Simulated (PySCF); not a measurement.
**Working with the constants of AlSb⁻**

PBE0 constants of AlSb⁻, ²Π (doublet), unpaired electrons π ↑ (basis Al def2-SVPD, Sb def2-SVPD with ECP28; scalar-relativistic core potentials; PySCF 2.14; masses 26.9815 and 120.9038 u):

| Quantity | Value |
| --- | --- |
| ωe | 331.0 cm⁻¹ |
| ωexe | 0.937 cm⁻¹ |
| Be | 0.11705 cm⁻¹ |
| αe | 0.000486 cm⁻¹ |

What force constant and bond length do these constants imply?

Reduced mass μred = 22.059 u; k = 5.8918×10⁻⁷·μred·ωe² (u, cm⁻¹, mdyn/Å) = 1.42 mdyn/Å; Re = √(16.8576/(μred·Be)) (u, cm⁻¹, Å) = 2.555 Å.

Estimate the centrifugal constant D from the Kratzer relation and find the Dunham coefficient a1.

D = 4Be³/ωe² = 5.85e-08 cm⁻¹; a1 = −1 − αeωe/(6Be²) = -2.96.

Spin–orbit coupling is left out, which matters for elements this heavy, above all for dissociation energies. The state was picked by a PBE0 search and need not be the measured ground state.
